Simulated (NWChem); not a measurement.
System: CH₆AlClSi; SMILES [Cl][Al]([CH3])[SiH3]

Program: NWChem. Pople sets run with spherical d functions. The geometry was optimised at PBE-D3(BJ)/def2-SVP. B3LYP is NWChem's, with the RPA form of VWN correlation. Field at 589 nm.

Question: Predict the results for B3LYP/6-31G*. Quantities: isotropic polarisability (bohr³); anisotropy (bohr³).

Answer: 
```json
{
 "isotropic polarisability (bohr³)": "74.2",
 "anisotropy (bohr³)": "29.5"
}
```
